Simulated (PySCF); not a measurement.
PySCF job for In(All)(OH)2 (C₃H₇InO₂), SMILES [CH2]([In]([OH])[OH])C=C, C-PCM-ωB97X/def2-SVP. The structure is a stationary point at B3LYP-D3(BJ)/def2-SVP. The def2 effective core potentials stand for the cores of In; spin–orbit coupling is left out. The values are those of a single conformer.

```python
import numpy as np
from pyscf import gto, scf, dft
from pyscf.solvent import pcm

mol = gto.M(
    atom='''
    In    0.29378662    0.24927453    0.40681751
    C    -0.13728748   -1.60953652   -0.67193450
    C    -1.42829786   -1.52919289   -1.40592576
    C    -1.57188593   -1.32050809   -2.72187227
    H    -0.12770125   -2.39112238    0.10150667
    H     0.72426237   -1.75993137   -1.34001718
    H    -2.33381853   -1.63673221   -0.79417385
    H    -0.70544800   -1.20573978   -3.38213046
    H    -2.56026756   -1.26302385   -3.18419149
    O     1.47787970    0.33141595    2.02864030
    H     1.56007957    1.24323237    2.34394594
    O    -0.37422468    2.09996197   -0.03750104
    H    -0.95706357    2.10326700   -0.80971618
    ''',
    basis='def2-SVP',
    ecp={'In': 'def2-svp'},
    charge=0,
    spin=0,
    max_memory=1600,
    verbose=3,
)
mf = dft.RKS(mol, xc='wb97x').density_fit(auxbasis='def2-universal-jkfit')
mf.grids.level = 3
mf.conv_tol = 1e-9
mf.max_cycle = 100
mf.kernel()
res = {}
for name, eps in {'water': 78.355, 'cyclohexanone': 15.619, 'chlorobenzene': 5.6968}.items():
    s = mf.PCM()
    s.with_solvent.method, s.with_solvent.eps, s.with_solvent.lebedev_order = 'C-PCM', eps, 17
    s.kernel(mf.make_rdm1())
    res[name] = (s.e_tot, eps, s.dip_moment(), s.mo_energy, s.converged)
    print(f'{name}: electrostatic solvation free energy {(s.e_tot - mf.e_tot) * 627.509474:.3f} kcal/mol')
```

Log of the run:

```
converged SCF energy = -458.864807278949

WARN: PCM is an experimental feature. It is still in testing.
Features and APIs may be changed in the future.

converged SCF energy = -458.884151377626
Dipole moment(X, Y, Z, Debye): -1.33944, -1.34499, -2.01616
water: electrostatic solvation free energy -12.139 kcal/mol

WARN: PCM is an experimental feature. It is still in testing.
Features and APIs may be changed in the future.

converged SCF energy = -458.883046492148
Dipole moment(X, Y, Z, Debye): -1.32872, -1.33117, -2.00205
cyclohexanone: electrostatic solvation free energy -11.445 kcal/mol

WARN: PCM is an experimental feature. It is still in testing.
Features and APIs may be changed in the future.

converged SCF energy = -458.880684992541
Dipole moment(X, Y, Z, Debye): -1.30593, -1.30177, -1.97158
chlorobenzene: electrostatic solvation free energy -9.963 kcal/mol
```

The run converged.

Cost: around 90 core-seconds (rough).
